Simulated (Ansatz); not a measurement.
```xyz
5

Ge    0.0325    0.0762    0.0529
H     0.8106    0.8972    0.9441
H     1.0000   -0.8731   -0.8359
H    -0.8478    0.8438   -0.9395
H    -0.9366   -0.7663    0.9101
```

Basis set: 6-31G (spherical functions). Correlated methods keep 9 orbitals frozen. Charge 0, multiplicity 1.

Computed with Ansatz (development build ahead of 0.2.0); each method stands on the lowest determinant of its kind that the runs found. Restricted open shells among the atoms or ions are ROHF, correlated in semicanonical orbitals with singles.

The atomization energy at this shape (free ground-state atoms in the same class of orbitals less the molecule, no zero-point energy) of singlet GeH4:

```csv
method,atomization energy
RHF,8.88 eV
```

Q: What does RHF-MP2 give?

A: 10.22 eV.

This basis has no polarisation functions and is too small for such energies, which can lie far from measured ones in either direction.
